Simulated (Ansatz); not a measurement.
Frontier orbitals of C2H8MgN2, SMILES `C[N](C)[Mg][NH2]`.

```xyz
13

C    -1.5433   -0.8626   -0.0594
N    -0.1623   -0.4618   -0.0847
C     0.6831   -1.5840   -0.3916
Mg    0.4575    1.3014    0.2401
N     1.0731    3.0528    0.5627
H    -1.7410   -1.6430    0.6964
H    -1.8794   -1.2756   -1.0267
H    -2.2044   -0.0201    0.1734
H     0.5875   -2.3976    0.3489
H     1.7410   -1.2985   -0.4153
H     0.4498   -2.0302   -1.3743
H     1.3302    3.4423    1.4571
H     1.2082    3.7769   -0.1267
```

Charge 0, multiplicity 1. Correlated methods include outer-core shells of Mg, which these sets cover unevenly. Geometry: relaxed with PBE0-D4/def2-TZVP. It is one conformer, not always the lowest. Basis def2-TZVPP, Ansatz.

```csv
functional,HOMO (eV),LUMO (eV)
LDA (SPW92),-4.28,-1.73
```

(1) Give HOMO and LUMO (eV) with PBE, revPBE, BLYP, r2SCAN, B97M-V, PBE0, B3LYP, r2SCANh, r2SCAN0, HSE06 (plane-wave form), BHLYP, CAM-B3LYP, LC-ωPBE, ωB97X-V, ωB97M-V, HF. (Estimate.)

Answers

(1) Computed: 
```
             functional   HOMO   LUMO
                    PBE  -4.15  -1.54
                 revPBE  -4.08  -1.42
                   BLYP  -4.06  -1.52
                 r2SCAN  -4.33  -1.10
                 B97M-V  -4.45  -1.57
                   PBE0  -5.36  -0.83
                  B3LYP  -5.18  -1.11
                r2SCANh  -4.79  -0.88
                r2SCAN0  -5.50  -0.57
HSE06 (plane-wave form)  -4.96  -1.18
                  BHLYP  -6.55  -0.27
              CAM-B3LYP  -6.74  -0.10
                LC-ωPBE  -8.02   1.02
                ωB97X-V  -7.72   0.82
                ωB97M-V  -7.66   0.41
                     HF  -8.42   1.30
```

B3LYP here is the variant with VWN-RPA as its local correlation; programs differ in this. LC-ωPBE has ω = 0.4 bohr⁻¹. Positive LUMOs are unbound and depend on the basis.
